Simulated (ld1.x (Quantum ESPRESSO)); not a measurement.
## Before and after: ultrasoft potential for Ta

```
Element                 : tantalum
Generator               : ld1.x (Quantum ESPRESSO) 7.5
Type                    : ultrasoft
Functional              : PBE
Relativity              : fully relativistic
Frozen core             : [Kr] 4d10 4f14
Valence charge          : 13
Reference configuration : 5s2 5p6 5d3 6s1 6p1
Partial waves           : 5s (bound): rcut 1.40, rcutus 1.70 bohr; 6s (bound): rcut 1.40, rcutus 1.70 bohr; 5p (bound): rcut 1.90, rcutus 2.45 bohr; 6p (bound): rcut 1.90, rcutus 2.45 bohr; 5d (bound): rcut 1.90, rcutus 2.15 bohr; 5d channel at 3.5 Ry: rcut 1.90, rcutus 2.15 bohr
Local potential         : all-electron potential smoothed inside 2.35 bohr (lloc = -2)
Core correction         : none
Augmentation charge     : PSQ, inside the norm-conserving radii
```

Open shells are filled in proportion to 2j + 1 (rel_dist='average').

Change: waves 5s (bound): rcut 0.98, rcutus 1.04 bohr; 6s (bound): rcut 0.98, rcutus 1.04 bohr.

Cutoffs: the cutoffs (Ry, on a coarse ladder) from which the occupation-weighted sum of valence levels, in a spherical-Bessel basis at the reference potential, stays within 10 and 1 mRy of its value at 400 Ry; they do not see the model core or the augmentation charge, which bear on the density cutoff. Errors are all-electron minus pseudo energies relative to the spin-unpolarised reference configuration.

Q: How do hardness, ghosts and transferability respond?

A: The potential gets harder (25 Ry and 40 Ry → 45 Ry and 120 Ry); the number of tests that count goes from 6 to 7; of the 6 tests that both files solve, the error grows in 3 and shrinks in 3 by more than 15 % and 0.3 meV (median size 24.7 → 5.1 meV); neither file shows a bound ghost at the reference potential, the only one tested. A smaller radius makes the pseudo-wave follow the all-electron one further in, where it bends more sharply, so more plane waves are needed.

```tsv
quantity	base	changed
cutoff, loose	25 Ry	45 Ry
cutoff, tight	40 Ry	120 Ry
loose cutoff by channel (10 mRy a level)	s 21 Ry, p 21 Ry, d 18 Ry	s 40 Ry, p 21 Ry, d 18 Ry
bound ghosts	none	none
tests counted (converged, no solver errors)	6 of 7	7 of 7
error for 5s2 5p6 5d3 6s2 6p0, meV [ΔE -4.15 eV]	+0.7	-4.9
error for 5s2 5p6 5d3 6s1 6p0, meV [ΔE 4.33 eV]	+3.5	-4.6
error for 5s2 5p6 5d3 6s0 6p0, meV [ΔE 19.30 eV]	+58	+8.1
error for 5s2 5p6 5d3 6s1.5 6p0, meV [ΔE -0.68 eV]	-0.9	-5.3
error for 5s2 5p6 5d4 6s0 6p0, meV [ΔE 5.76 eV]	+46	-0.9
error for 5s2 5p6 5d2 6s0 6p0, meV [ΔE 42.89 eV]	+65	+18
s: phases at 2.66 bohr within 0.05 rad from the reference energy up to (Ry; the scan ends near 5)	to the end of the scan	4.6
p1/2: phases at 2.66 bohr within 0.05 rad from the reference energy up to (Ry; the scan ends near 5)	to the end of the scan	to the end of the scan
p3/2: phases at 2.66 bohr within 0.05 rad from the reference energy up to (Ry; the scan ends near 5)	to the end of the scan	to the end of the scan
d3/2: phases at 2.66 bohr within 0.05 rad from the reference energy up to (Ry; the scan ends near 5)	to the end of the scan	to the end of the scan
d5/2: phases at 2.66 bohr within 0.05 rad from the reference energy up to (Ry; the scan ends near 5)	to the end of the scan	to the end of the scan
lowest overlap eigenvalue by channel	s 0.17, p1/2 0.77, p3/2 0.08, d3/2 0.24, d5/2 0.25	s 0.50, p1/2 0.77, p3/2 0.08, d3/2 0.24, d5/2 0.25
```

Base: Tests not counted: 5s2 5p6 5d2 6s2 6p0 (pseudo-atom not self-consistent, printed error -8.0 meV).
